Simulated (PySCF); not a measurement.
# Cd₂Te: fields on a plane

Method: UPBE0 in PySCF with Te def2-SVP with ECP28, Cd def2-SVP with ECP28; scalar-relativistic core potentials, no spin–orbit coupling; density-fitted integrals.

The triplet minimum has Te–Cd 2.779 Å (×2); Cd–Te–Cd 89.4°.

The plane holds Te1 at (0.00, 0.00), Cd2 at (2.78, 0.00), Cd3 at (0.03, 2.78) Å. Columns run from x = -1.95 to 4.95 Å, rows from y = 4.95 (top) to -1.95 Å, in steps of 0.3 Å. Other isomers or separated fragments may lie lower. Core electrons replaced by a potential are absent, the electrostatic potential uses the reduced nuclear charge, and values within about 0.7 Å of such atoms have no physical meaning.

Give the highest occupied orbital (Å^-3/2) at -5.45 eV (cut at ±0.3; overall sign arbitrary). Every second row and column.


```
-0.02 -0.04 -0.06 -0.07 -0.07 -0.06 -0.04 -0.02 -0.01 -0.01  0.00  0.00
-0.04 -0.07 -0.11 -0.14 -0.14 -0.10 -0.06 -0.03 -0.02 -0.01  0.00  0.00
-0.05 -0.09 -0.16 -0.21 -0.21 -0.15 -0.08 -0.04 -0.01  0.00  0.00  0.00
-0.04 -0.09 -0.11  0.20 -0.02 -0.15 -0.08 -0.03 -0.01  0.00  0.01  0.01
-0.02 -0.05 -0.07 -0.06  0.07 -0.09 -0.06 -0.02  0.01  0.02  0.02  0.02
 0.01  0.01  0.00 -0.04 -0.04 -0.04 -0.02  0.02  0.05  0.06  0.05  0.03
 0.04  0.08  0.13  0.13  0.05  0.00  0.01  0.06  0.10  0.12  0.09  0.06
 0.07  0.16  0.27  0.21  0.07 -0.03  0.01  0.06  0.08  0.19  0.15  0.09
 0.07  0.17  0.21 -0.30  0.04 -0.15 -0.03  0.09 -0.06  0.15  0.19  0.10
 0.05  0.09  0.07  0.06 -0.16 -0.23 -0.06  0.08 -0.13  0.15  0.17  0.10
 0.02  0.02 -0.04 -0.17 -0.25 -0.17 -0.05  0.04  0.09  0.13  0.11  0.07
 0.00 -0.01 -0.04 -0.10 -0.12 -0.09 -0.03  0.02  0.06  0.07  0.06  0.04
```

Give the electron density (e/Å³) (cut at 5 e/Å³). Every second row and column.


```
0.00 0.00 0.01 0.01 0.01 0.01 0.00 0.00 0.00 0.00 0.00 0.00
0.00 0.01 0.04 0.07 0.06 0.03 0.01 0.00 0.00 0.00 0.00 0.00
0.01 0.04 0.19 0.59 0.42 0.10 0.02 0.00 0.00 0.00 0.00 0.00
0.01 0.09 1.18 5.00 5.00 0.35 0.04 0.01 0.00 0.00 0.00 0.00
0.01 0.10 1.62 5.00 5.00 0.43 0.05 0.01 0.00 0.00 0.00 0.00
0.01 0.06 0.30 1.28 0.81 0.16 0.04 0.02 0.02 0.01 0.01 0.00
0.01 0.05 0.18 0.34 0.28 0.12 0.06 0.09 0.12 0.07 0.03 0.01
0.02 0.11 0.49 1.60 0.90 0.29 0.19 0.85 2.34 0.53 0.09 0.02
0.03 0.19 1.63 5.00 5.00 0.54 0.39 5.00 2.28 3.55 0.17 0.03
0.02 0.16 0.94 5.00 3.99 0.44 0.29 3.40 5.00 1.64 0.14 0.03
0.01 0.06 0.24 0.48 0.38 0.16 0.10 0.24 0.41 0.18 0.05 0.01
0.00 0.02 0.04 0.07 0.06 0.03 0.02 0.03 0.04 0.03 0.01 0.00
```

No spin–orbit coupling is included, which matters more the heavier the element.
